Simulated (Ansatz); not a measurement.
Consider the substitution at a C–C bond: `CCC(=N)[SiH3]` + H₂Se → `N=C([SiH3])[SeH]` + `CC`.

Isolated molecules relaxed with PBE0-D4/def2-TZVP in Ansatz; ΔE leaves out vibrations. CBS: MP2 limit from def2 TZ/QZ plus the TZ coupled-cluster correction, frozen cores. This one scheme is used for every species. DFT in def2-TZVPP. For Se outer-core shells are correlated without core-valence functions, which leaves a few kJ/mol of doubt a bond. Scalar relativity is left out up to krypton. One conformer a species, not always the lowest.

```json
{"level": "PBE-D4", "ΔE (kcal/mol)": "-3.7", "difference from CCSD(T)/CBS": "-2.6"}
{"level": "ωB97M-V", "ΔE (kcal/mol)": "-0.4", "difference from CCSD(T)/CBS": "0.7"}
{"level": "PBE", "ΔE (kcal/mol)": "-4.1", "difference from CCSD(T)/CBS": "-3.0"}
{"level": "PBE0", "ΔE (kcal/mol)": "-2.2", "difference from CCSD(T)/CBS": "-1.1"}
{"level": "HF/def2-TZVPP", "ΔE (kcal/mol)": "0.9", "difference from CCSD(T)/CBS": "2.0"}
{"level": "MP2/def2-TZVPP", "ΔE (kcal/mol)": "-2.2", "difference from CCSD(T)/CBS": "-1.1"}
{"level": "CCSD/def2-TZVPP", "ΔE (kcal/mol)": "-0.2", "difference from CCSD(T)/CBS": "0.9"}
{"level": "MP2/def2-QZVPP", "ΔE (kcal/mol)": "-2.3", "difference from CCSD(T)/CBS": "-1.2"}
{"level": "SCS-MP2/def2-QZVPP", "ΔE (kcal/mol)": "-1.9", "difference from CCSD(T)/CBS": "-0.8"}
{"level": "CCSD/CBS(def2)", "ΔE (kcal/mol)": "-0.4", "difference from CCSD(T)/CBS": "0.7"}
{"level": "CCSD(T)/CBS", "ΔE (kcal/mol)": "-1.1", "difference from CCSD(T)/CBS": "0"}
```

Largest T1 diagnostic among the species: 0.012.

In def2-TZVPP, CCSD(T) changes the Hartree–Fock value by −1.8 kcal/mol (the triples alone add −0.7 kcal/mol) and MP2 by −3.1 kcal/mol. From PBE to PBE0 (25 % exact exchange), in def2-TZVPP and without D4, ΔE moves by +1.9 kcal/mol.
